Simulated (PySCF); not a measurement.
HLiO. Atoms are numbered in the order given.

```xyz
3

Li     0.0000     0.0000     1.2649
O      0.0000     0.0000    -0.3159
H      0.0000     0.0000    -1.2677
```

The structure is a stationary point at B3LYP-D3(BJ)/def2-TZVPD. The isomer is the one that the SMILES or the coordinates give; other isomers of the formula were not compared.

These are PBE/def2-TZVPD in PySCF values and carry that method's errors.

Isolated molecule, no solvent.

The total energy is -83.31002 hartree. The point group is C∞v, the highest occupied level is -4.79 eV and the lowest empty level is -1.40 eV. The orbital gap is 3.39 eV, the dipole moment is 4.39 D and the quadrupole, principal values (traceless, Buckingham form, about the centre of nuclear charge) is -5.52, -5.52, 11.04 D·Å. The mean static polarisability is 20.5 bohr³ (3.04 Å³) and the polarisability, principal values comes out as 19.9, 19.9, 21.7 bohr³.
